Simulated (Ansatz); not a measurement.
A further run on RuO3S (RuSO₃).

```yaml
crystal:
  periodic: [false, false, false]
  atoms:
    - {symbol: Ru, position_ang: [0.044577, 0.076755, 0.031977]}
    - {symbol: O, position_ang: [0.046024, 0.041576, 1.715419]}
    - {symbol: O, position_ang: [1.624883, 0.068150, -0.549203]}
    - {symbol: O, position_ang: [-0.767833, 1.445083, -0.518371]}
    - {symbol: S, position_ang: [-0.947641, -1.631554, -0.679823]}
basis:
  gaussian: {orbitals: def2-SVP}
hamiltonian: {xc: {name: PBEsol}}
scf: {lower_state_search: off}
```

```sh
$ ansatz run in.yaml --threads 4 --pin off --events-out ev --progress --plain --max-ram 3916MiB
```

Output, abridged:

```
Functional definition: PBEsol
933 factors; their error is unknown
mean field evaluation 1: about -19479.0966 eV, gradient 1.1e2 eV
mean field evaluation 2: about -19177.3278 eV, gradient 3.4e2 eV
mean field evaluation 4: about -19495.0480 eV, gradient 4.2e1 eV
mean field evaluation 8: about -19500.6795 eV, gradient 4.2e0 eV
mean field evaluation 16: about -19500.6821 eV, gradient 5.3e-3 eV
mean field -19500.68206549 eV, -716.6368478699 hartree, gradient 3.0e-6 eV, S^2 0.000000; 0 other end points of the search recorded, 0 dependent functions left out
reference -19500.68212689 eV, -716.6368501260 hartree; 28, 28 occupied and 63, 63 virtual orbitals, 933 factors
Total energy: -19500.68212689 eV, -716.6368501260 hartree
Checks for a lower state left out: stability, starts, cluster_reference, orbital_swaps, neighbouring_geometries, increment
```

It took 0.55 s on 4 threads of Arm Neoverse V2 on a shared host.

In the def2 sets Ru takes a core potential; there is no spin–orbit coupling. The restricted singlet is unstable towards broken spin symmetry at other levels; at RKS PBEsol/def2-SVP this wasn't settled.
